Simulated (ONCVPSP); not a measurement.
# Pseudopotential generation for O: ONCV, PBE, scalar-relativistic.

- Element: O
- Generator: ONCVPSP 4.0.1
- Type: optimised norm-conserving Vanderbilt (ONCV)
- Functional: PBE
- Relativity: scalar-relativistic
- Frozen core: [He]
- Valence charge: 6
- Reference configuration: 2s2 2p4
- Partial waves: 2s: rc 0.75 bohr, ncon 3, nbas 7, qcut 9.8 1/bohr, 1 projector; 2p: rc 1.85 bohr, ncon 4, nbas 9, qcut 7.6 1/bohr, 2 projectors, debl 2.4 Ha; d scattering state at 0.03 Ha: rc 1.85 bohr, ncon 3, nbas 8, qcut 5.9 1/bohr, 1 projector
- Local potential: polynomial inside 0.75 bohr (lpopt 5, dvloc0 1 Ha)
- Core correction: none

All-electron outer shells of the reference configuration (PBE, scalar-relativistic, ld1.x):

| shell | level (eV) | outermost node (bohr) | outermost maximum (bohr) |
| --- | --- | --- | --- |
| 1s | -514.70 | – | 0.13 |
| 2s | -23.96 | 0.28 | 0.87 |
| 2p | -9.03 | – | 0.82 |

What the tests gave:

```
Cutoffs needed           : 41 Ha and 70 Ha (the cutoffs (Ha) at which the residual kinetic energy of the hardest occupied pseudo-wave falls to 1 and 0.1 mHa per electron)
Ghost test               : no bound ghost flagged; no localised positive-energy state flagged
Largest excitation error : +1978 meV (all-electron minus pseudo) for 2s2 2p1, out of 4 test configurations
```

Generation and tests took about 1.6 s on one core of a shared server CPU.
